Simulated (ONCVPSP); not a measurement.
potassium (K): variants of one ONCV potential

Base potential:

```
Element                 : K
Generator               : ONCVPSP 4.0.1
Type                    : optimised norm-conserving Vanderbilt (ONCV)
Functional              : LDA (Perdew-Zunger)
Relativity              : scalar-relativistic
Frozen core             : [Ne]
Valence charge          : 9
Reference configuration : 3s2 3p6 4s1
Partial waves           : 3s+4s: rc 2.00 bohr, ncon 4, nbas 7, qcut 5.1 1/bohr, 3 projectors, debl 1.2 Ha; 3p: rc 2.25 bohr, ncon 4, nbas 8, qcut 7.5 1/bohr, 2 projectors, debl 1.2 Ha; d scattering state at 0.34 Ha: rc 2.05 bohr, ncon 4, nbas 9, qcut 5.5 1/bohr, 2 projectors, debl 1.9 Ha; f scattering state at 0.16 Ha: rc 2.30 bohr, ncon 4, nbas 8, qcut 4.3 1/bohr, 3 projectors, debl 1.2 Ha
Local potential         : polynomial inside 1.80 bohr (lpopt 3, dvloc0 0 Ha)
Core correction         : none
```

All-electron outer shells of the reference configuration (LDA (Perdew-Zunger), scalar-relativistic, ld1.x):

```json
{"shell": "2p", "level (eV)": "-280.03", "outermost node (bohr)": "–", "outermost maximum (bohr)": "0.26"}
{"shell": "3s", "level (eV)": "-35.18", "outermost node (bohr)": "0.48", "outermost maximum (bohr)": "1.07"}
{"shell": "3p", "level (eV)": "-18.83", "outermost node (bohr)": "0.45", "outermost maximum (bohr)": "1.15"}
{"shell": "4s", "level (eV)": "-2.43", "outermost node (bohr)": "1.59", "outermost maximum (bohr)": "4.03"}
```

Cutoffs, loose and tight: the cutoffs (Ha) at which the residual kinetic energy of the hardest occupied pseudo-wave falls to 1 and 0.1 mHa per electron. They do not see the model core or the augmentation charge, which bear on the density cutoff. Test errors are all-electron minus pseudo excitation energies from the reference, over the configurations 3s2 3p6 4s0; 3s2 3p6 4s0.5; 3s2 3p6 4s0 4p1; 3s1 3p6 4s1. A dash means not determined; rows that change the core or the reference have their own tests.

For the base: The cutoffs count occupied waves only; projector 2 of the d channel, the hardest unoccupied one, needs 57 Ha at the loose tolerance.

```tsv
change	outcome	cutoff, loose	cutoff, tight	bound ghosts	GHOST(+) flags above zero	largest test error (meV)
base	generated	13 Ha	16 Ha	none	f	-110
local potential polynomial inside 1.80 bohr (lpopt 3, dvloc0 1.5 Ha)	generated	13 Ha	16 Ha	none	none	-110
s: nproj 4	generated	13 Ha	16 Ha	none	f	-110
local potential polynomial inside 1.80 bohr (lpopt 1, dvloc0 1 Ha)	generated	13 Ha	16 Ha	none	f	-110
functional PBEsol; f: rc 2, qcut 4.9	generated	13 Ha	16 Ha	none	f	-106
s: nbas 8	generated	13 Ha	16 Ha	none	f	-116
```

(1) What comes out with this change to the base: s: rc 2.42?

(2) What comes out with this change to the base: s: ncon 3, nbas 6?

Answers

(1) outcome: generated; cutoff, loose: 13 Ha; cutoff, tight: 16 Ha; bound ghosts: none; GHOST(+) flags above zero: f; largest test error (meV): -201.

(2) outcome: generated; cutoff, loose: 13 Ha; cutoff, tight: 16 Ha; bound ghosts: none; GHOST(+) flags above zero: f; largest test error (meV): -136.
